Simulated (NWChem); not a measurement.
# Si2H6Se; SMILES [Se]([SiH3])[SiH3]

This build's default masses of Se (78.918 u) and Br (79.917 u) are each other's, which moves their modes by up to 0.6 %.

**Question.** Give the equilibrium geometry at PBE0/def2-SVP (NWChem) as an XYZ file, with the point group.

**Answer.** point group C2v; any orientation.
```
9

Se     0.0000     0.0000    -0.8538
Si     1.7014     0.0005     0.6751
H      2.9633     0.0013    -0.1182
H      1.6443    -1.2137     1.5430
H      1.6431     1.2144     1.5435
Si    -1.7014    -0.0005     0.6751
H     -1.6443     1.2137     1.5430
H     -1.6431    -1.2144     1.5435
H     -2.9633    -0.0013    -0.1182
```
